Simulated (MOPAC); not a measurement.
A run for MOPAC: PM3 on BGeH5 (SMILES [BH2][GeH3]), a point of a torsion scan.

```
PM3 1SCF PRECISE CHARGE=0 THREADS=1
BGeH5

B      1.24168054 1    -0.07925768 1     0.00441030 1
Ge    -0.74835590 1     0.06317367 1    -0.02297214 1
H      1.92165470 1     0.86902174 1     0.00310637 1
H      1.76163095 1    -1.12308520 1     0.05368307 1
H     -1.34211749 1     1.35158039 1    -0.49849594 1
H     -1.47681187 1    -0.97317853 1    -0.82004261 1
H     -1.35738798 1    -0.09812811 1     1.33647763 1
```

Program output:

```
*******************************************************************************
 **                                                                           **
 **                              MOPAC v23.2.5                                **
 **                                                                           **
 *******************************************************************************
 ** MOPAC's Digital Object Identifier: https://doi.org/10.5281/zenodo.6511958 **
 **                                                                           **
 ** Please cite the open-source release paper for use of this MOPAC version:  **
 ** J. E. Moussa and J. J. P. Stewart (2026)                                  **
 ** MOPAC: An open-source semiempirical molecular orbital program             **
 ** J. Open Source Softw., 11(119), 8025, https://doi.org/10.21105/joss.08025 **
 *******************************************************************************

                              PM3 CALCULATION RESULTS

 *******************************************************************************
 *  PM3        - The PM3 Hamiltonian to be used
 *
 *
 *
 *                 CHARGE ON SYSTEM = 0
 *
 *
 *
 *  PRECISE    - TIGHTER CRITERIA TO BE USED
 *  1SCF       - DO 1 SCF AND THEN STOP
 *  THREADS=1  - MULTI-THREADING NOT USED
 *  T=         - A TIME OF 172800.0 SECONDS REQUESTED
 *  DUMP=N     - RESTART FILE WRITTEN EVERY 7200.0 SECONDS REQUESTED
 *******************************************************************************
PM3 1SCF PRECISE CHARGE=0 THREADS=1
 BGeH5

   ATOM   CHEMICAL          X               Y               Z
  NUMBER   SYMBOL      (ANGSTROMS)     (ANGSTROMS)     (ANGSTROMS)

     1       B          1.24168054  *  -0.07925768  *   0.00441030  *
     2      Ge         -0.74835590  *   0.06317367  *  -0.02297214  *
     3       H          1.92165470  *   0.86902174  *   0.00310637  *
     4       H          1.76163095  *  -1.12308520  *   0.05368307  *
     5       H         -1.34211749  *   1.35158039  *  -0.49849594  *
     6       H         -1.47681187  *  -0.97317853  *  -0.82004261  *
     7       H         -1.35738798  *  -0.09812811  *   1.33647763  *



          CARTESIAN COORDINATES

    NO.       ATOM           X           Y           Z

     1         B          1.2417     -0.0793      0.0044
     2        Ge         -0.7484      0.0632     -0.0230
     3         H          1.9217      0.8690      0.0031
     4         H          1.7616     -1.1231      0.0537
     5         H         -1.3421      1.3516     -0.4985
     6         H         -1.4768     -0.9732     -0.8200
     7         H         -1.3574     -0.0981      1.3365

  H: (PM3): J. J. P. STEWART, J. COMP. CHEM. 10, 209 (1989).
  B: (PM3): J. J. P. STEWART, J. MOL. MOD., 10, 155-164 (2004)
 Ge: (PM3): J. J. P. STEWART, J. COMP. CHEM. 12, 320-341 (1991).

           Empirical Formula: H5 B Ge  =     7 atoms



      MOLECULAR POINT GROUP   :   C1


      RHF CALCULATION, NO. OF DOUBLY OCCUPIED LEVELS = 6


 -------------------------------------------------------------------------------
 PM3 1SCF PRECISE CHARGE=0 THREADS=1
 BGeH5



     1SCF WAS SPECIFIED, SO BFGS WAS NOT USED
     SCF FIELD WAS ACHIEVED


                              PM3 CALCULATION
                                                       MOPAC v23.2.5 Linux




          FINAL HEAT OF FORMATION =         64.29671 KCAL/MOL =     269.01743 KJ/MOL


          COSMO AREA              =         98.61 SQUARE ANGSTROMS
          COSMO VOLUME            =         85.07 CUBIC ANGSTROMS

          IONIZATION POTENTIAL    =         11.547976 EV
          HOMO LUMO ENERGIES (EV) =        -11.548 -0.187
          NO. OF FILLED LEVELS    =          6
          MOLECULAR WEIGHT        =         88.4395         POINT GROUP:  C1

          MOLECULAR DIMENSIONS (Angstroms)

            Atom       Atom       Distance
            H     5    H     4     4.00776
            H     3    H     6     3.61052
            H     7    H     3     2.03928


          SCF CALCULATIONS        =          1





   ATOM   CHEMICAL          X               Y               Z
  NUMBER   SYMBOL      (ANGSTROMS)     (ANGSTROMS)     (ANGSTROMS)

     1       B          1.24168054  *  -0.07925768  *   0.00441030  *
     2      Ge         -0.74835590  *   0.06317367  *  -0.02297214  *
     3       H          1.92165470  *   0.86902174  *   0.00310637  *
     4       H          1.76163095  *  -1.12308520  *   0.05368307  *
     5       H         -1.34211749  *   1.35158039  *  -0.49849594  *
     6       H         -1.47681187  *  -0.97317853  *  -0.82004261  *
     7       H         -1.35738798  *  -0.09812811  *   1.33647763  *

                             CARTESIAN COORDINATES

   1    B        1.241680540    -0.079257680     0.004410300
   2   Ge       -0.748355900     0.063173670    -0.022972140
   3    H        1.921654700     0.869021740     0.003106370
   4    H        1.761630950    -1.123085200     0.053683070
   5    H       -1.342117490     1.351580390    -0.498495940
   6    H       -1.476811870    -0.973178530    -0.820042610
   7    H       -1.357387980    -0.098128110     1.336477630


           Empirical Formula: H5 B Ge  =     7 atoms



      MOLECULAR POINT GROUP   :   C1


                  EIGENVALUES
 -22.36222 -16.18232 -13.92269 -12.39081 -11.68710 -11.54798  -0.18695   0.29938
   0.36207   0.83232   3.83300   4.52342   4.68753


              NET ATOMIC CHARGES AND DIPOLE CONTRIBUTIONS

  ATOM NO.   TYPE          CHARGE      No. of ELECS.   s-Pop       p-Pop
    1          B          -0.149092        3.1491     1.13774     2.01135
    2         Ge           0.252217        3.7478     0.62587     3.12191
    3          H           0.011663        0.9883     0.98834
    4          H           0.010340        0.9897     0.98966
    5          H          -0.052828        1.0528     1.05283
    6          H          -0.044887        1.0449     1.04489
    7          H          -0.027414        1.0274     1.02741
 DIPOLE           X         Y         Z       TOTAL
 POINT-CHG.    -0.763     0.006     0.099     0.769
 HYBRID         0.223    -0.041     0.045     0.231
 SUM           -0.540    -0.035     0.144     0.560


          ATOMIC ORBITAL ELECTRON POPULATIONS

     Atom    s        px        py        pz
    1  B   1.13774   0.98899   0.98388   0.03848
    2 Ge   0.62587   1.01298   1.04874   1.06020
    3  H   0.98834
    4  H   0.98966
    5  H   1.05283
    6  H   1.04489
    7  H   1.02741

 **********************
 *                    *
 * JOB ENDED NORMALLY *
 *                    *
 **********************




 == MOPAC DONE ==
```

The run finished.

Cost: about 0.020 core-seconds (a rough figure).
